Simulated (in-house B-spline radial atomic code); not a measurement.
**Ionising Pd⁷⁺ with different functionals**

Computed with an all-electron radial atomic-structure program (B-spline basis): four-component Dirac-Coulomb Hamiltonian, Fermi nucleus of rms radius 4.5318 fm, spin-restricted, spherical fractional occupations for the functionals, and exact exchange of hybrids averaged over the configuration. The ionisation energy is the difference of two self-consistent energies, [Kr] 4d3 → [Kr] 4d2, without Breit or QED terms; ε is the level of the shell that loses the electron (mean over j). The electron is taken from both j subshells in proportion to 2j + 1, so the result is a j average, not the step between ground levels.

```csv
method,rung,ΔSCF (eV),-ε(4d) (eV)
BHandHLYP,global hybrid,120.00,115.55
PBE0,global hybrid,120.17,113.10
LC-wPBE,range-separated hybrid,120.19,115.85
CAM-B3LYP,range-separated hybrid,120.13,114.54
```

Task: Among the functionals, which spreads more, the ΔSCF values or the orbital energies?

Result: The orbital energies: ΔSCF values span about 0.19 eV and the orbital energies 2.74 eV; here energy differences depend much less on the functional than eigenvalues do.

Task: How do they compare with the NIST value?

Result: NIST lists 120 eV ± 2.1 (tabulated theory, ground level to ground level). Errors run from +0.00 to +0.19 eV; all lie within about twice that uncertainty, so the table can't rank the methods.
